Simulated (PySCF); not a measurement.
Broadened absorption spectrum of CH9GeNOSi

Species: CH9GeNOSi.
Z-matrix (Å and degrees, PBE0-D3(BJ)/def2-SVP geometry), rows numbered from 1:
```
C 
N   1  1.4435
Ge  2  1.8115  1  124.41
O   3  1.7932  2  111.89  1   -74.25
Si  4  1.6542  3  131.24  2    -9.15
H   1  1.1069  2  114.17  3    90.89
H   1  1.1035  2  111.30  3  -146.97
H   1  1.1016  2  109.79  3   -29.14
H   2  1.0140  1  114.37  3  -155.84
H   3  1.5332  2  108.72  1    42.04
H   3  1.5339  2  108.33  1   168.40
H   5  1.4913  4  108.43  3  -174.95
H   5  1.4993  4  111.68  3   -55.22
H   5  1.4984  4  111.57  3    65.25
```

Method used: TDDFT CAM-B3LYP/def2-SVPD, vertical, gas phase, core orbitals frozen in the response in PySCF 2.14.0, density-fitted response routines. Relativistic effects, spin–orbit coupling among them, are left out although an element past zinc is present.

Computed states:

```
state  E (eV)       f
   S1    6.09   0.013
   S2    6.79   0.050
   S3    7.14   0.012
   S4    7.17  0.0019
   S5    7.29   0.016
   S6    7.55  0.0062
   S7    7.66  0.0076
   S8    7.81   0.016
   S9    7.89   0.030
  S10    7.92   0.072
```

Broadening: Gaussians 0.4 eV wide at half height, area fixed by f = 4.319×10⁻⁹ ∫ε dν̃. The cross-section is σ = 3.8235×10⁻²¹ ε cm², given in Mb (10⁻¹⁸ cm²). The width is an assumption, not a result. The curve ends short of the highest state used, and states not computed would add to its high-energy end.

Problem. What does the envelope look like, and where are its maxima?

Solution. 
```json
{"E (eV)": "5.49", "σ (Mb)": "0.01"}
{"E (eV)": "5.55", "σ (Mb)": "0.02"}
{"E (eV)": "5.62", "σ (Mb)": "0.07"}
{"E (eV)": "5.68", "σ (Mb)": "0.18"}
{"E (eV)": "5.74", "σ (Mb)": "0.40"}
{"E (eV)": "5.80", "σ (Mb)": "0.77"}
{"E (eV)": "5.87", "σ (Mb)": "1.42"}
{"E (eV)": "5.93", "σ (Mb)": "2.11"}
{"E (eV)": "5.99", "σ (Mb)": "2.76"}
{"E (eV)": "6.06", "σ (Mb)": "3.22"}
{"E (eV)": "6.12", "σ (Mb)": "3.22"}
{"E (eV)": "6.18", "σ (Mb)": "2.85"}
{"E (eV)": "6.25", "σ (Mb)": "2.17"}
{"E (eV)": "6.31", "σ (Mb)": "1.65"}
{"E (eV)": "6.37", "σ (Mb)": "1.47"}
{"E (eV)": "6.44", "σ (Mb)": "2.01"}
{"E (eV)": "6.50", "σ (Mb)": "3.30"}
{"E (eV)": "6.56", "σ (Mb)": "5.39"}
{"E (eV)": "6.63", "σ (Mb)": "8.49"}
{"E (eV)": "6.69", "σ (Mb)": "11.06"}
{"E (eV)": "6.75", "σ (Mb)": "12.80"}
{"E (eV)": "6.82", "σ (Mb)": "13.22"}
{"E (eV)": "6.88", "σ (Mb)": "12.26"}
{"E (eV)": "6.94", "σ (Mb)": "10.70"}
{"E (eV)": "7.01", "σ (Mb)": "9.02"}
{"E (eV)": "7.07", "σ (Mb)": "8.18"}
{"E (eV)": "7.13", "σ (Mb)": "7.88"}
{"E (eV)": "7.20", "σ (Mb)": "7.78"}
{"E (eV)": "7.26", "σ (Mb)": "7.58"}
{"E (eV)": "7.32", "σ (Mb)": "7.17"}
```

Maxima: 204 nm (6.09 eV), ε about 850, made up of S1 (100%); 182 nm (6.80 eV), ε about 3500, made up of S2 (96%) (ε in L mol⁻¹ cm⁻¹; maxima over ε = 5, shares over 10%).

Problem. Coming from long wavelengths, where does ε first pass 100 L mol⁻¹ cm⁻¹?

Solution. At about 216 nm (5.74 eV), 0.35 eV below S1.

Problem. What would ε be at 6.80 eV, the highest of these maxima, with half the width (0.2 eV)?

Solution. About 6590 L mol⁻¹ cm⁻¹ against 3470, a factor of about 1.9; a lone state at its own centre would give exactly 2.

Problem. On this curve, what absorbance would a 10⁻⁴ mol/L sample give at 222 nm over a 1 cm path?

Solution. 222 nm is 5.585 eV, where ε is about 10 L mol⁻¹ cm⁻¹, so A = ε c l ≈ 0.001 (Beer–Lambert, with the gas-phase spectrum and the assumed width).

All these states lie below the vertical ionisation energy of 9.13 eV (ΔSCF).

On Arm Neoverse N1, one thread, on a shared host, this took 2.4 min of wall time and 1.1 GiB of memory at its peak.

One conformer stands for the species.

Without π bonds the low states are Rydberg-like; a valence basis with one diffuse set may place them up to an eV too high.
